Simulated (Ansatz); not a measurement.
A nudged elastic band was laid between two geometries of C₂H₉AlS (13 atoms, charge 0, multiplicity 1).

These are results of RKS LDA/def2-SVP (Ansatz), not measurements.

```json
{
 "movable images": "9",
 "climbing image": "yes",
 "spring": "5.0 eV/Å²",
 "optimiser": "quadratic models (default)",
 "start path": "through a guess of the saddle point",
 "force threshold": "0.5 eV/Å",
 "iteration limit": "60",
 "end points": "relaxed"
}
```

Initial state:

```xyz
13
Properties=species:S:1:pos:R:3
Al -1.101 0.659 0.011
C 0.506 -0.476 0.164
C 0.449 -1.471 1.313
H -1.272 1.912 1.015
H -2.425 0.040 -0.673
H 0.088 1.009 -2.722
S -0.413 2.035 -1.968
H 0.648 -1.018 -0.802
H 1.402 0.182 0.274
H -0.419 -2.162 1.221
H 1.357 -2.114 1.384
H 0.345 -0.963 2.298
H 0.834 2.369 -1.514
```

Final state:

```xyz
13
Properties=species:S:1:pos:R:3
Al -1.626 0.942 0.218
C 1.428 -0.819 -0.352
C 0.260 -0.888 0.599
H -1.261 1.831 1.497
H -2.814 -0.124 0.176
H 1.239 -0.052 -1.136
S -0.888 1.609 -1.743
H 1.586 -1.791 -0.865
H 2.370 -0.557 0.173
H -0.691 -1.152 0.072
H 0.364 -1.663 1.390
H 0.144 0.067 1.180
H -0.111 2.597 -1.209
```

What changes between the two ends?

Bonds broken: Al1–C2, H6–S7. Bonds formed: C2–H6. C2H9AlS becomes AlH3S + C2H6.

Give the energies along the band, and the barrier.

It converged. The highest image is number 4 of 0 to 10, 5.1 kcal/mol above the first end and 26.8 kcal/mol above the last; the last end lies 21.7 kcal/mol below the first. The threshold of 0.5 eV/Å is loose, so the images may lie well off the minimum-energy path. The profile has 2 maxima (images 4, 7) with wells between them (image 6): this band takes more than one step, which may be the mechanism or a detour left from its start path. The order of the stationary point at the top wasn't checked. The orbitals stay closed-shell, which can raise the energy where a bond breaks towards radicals; this wasn't checked here.

```
image  path coordinate (Å)  energy (kcal/mol)  Al1–C2 (Å)  H6–S7 (Å)  C2–H6 (Å)
    0                 0.00                0.0        1.97       1.37       3.27
    1                 0.81                0.4        1.98       1.37       2.98
    2                 1.63                1.5        1.97       1.37       2.71
    3                 2.45                4.5        1.99       1.40       2.11
    4                 3.26                5.1        2.09       1.67       1.50
    5                 4.08              -16.3        2.46       2.46       1.13
    6                 4.90              -19.5        2.78       2.79       1.13
    7                 5.73              -18.8        3.18       2.79       1.12
    8                 6.55              -20.1        3.42       2.73       1.11
    9                 7.37              -21.5        3.55       2.74       1.11
   10                 8.19              -21.7        3.57       2.77       1.11
```

What is the geometry of the highest image?


```xyz
13
Properties=species:S:1:pos:R:3:forces:R:3
Al -1.157 0.565 -0.274 -0.13 0.29 -0.07
C 0.564 -0.619 -0.287 0.19 0.03 -0.18
C 0.415 -1.073 1.165 -0.06 0.08 -0.01
H -1.230 1.418 1.081 0.00 -0.05 -0.02
H -2.339 -0.305 -0.909 0.06 -0.02 0.02
H 0.486 0.657 -1.065 0.05 -0.51 0.37
S -0.118 1.954 -1.924 -0.10 0.26 -0.03
H 0.286 -1.427 -1.005 -0.01 0.05 0.03
H 1.643 -0.415 -0.493 -0.01 -0.03 0.03
H -0.646 -1.299 1.440 0.06 0.00 -0.04
H 0.994 -2.001 1.374 0.00 0.04 -0.01
H 0.751 -0.286 1.875 0.01 -0.04 -0.01
H 0.351 2.829 -0.979 -0.06 -0.09 -0.08
```

The band took 5 iterations and of the order of 2.5 core-minutes.

The run took 78 s on 2 threads of Arm Neoverse V1 (shared host), peak memory 0.14 GiB.
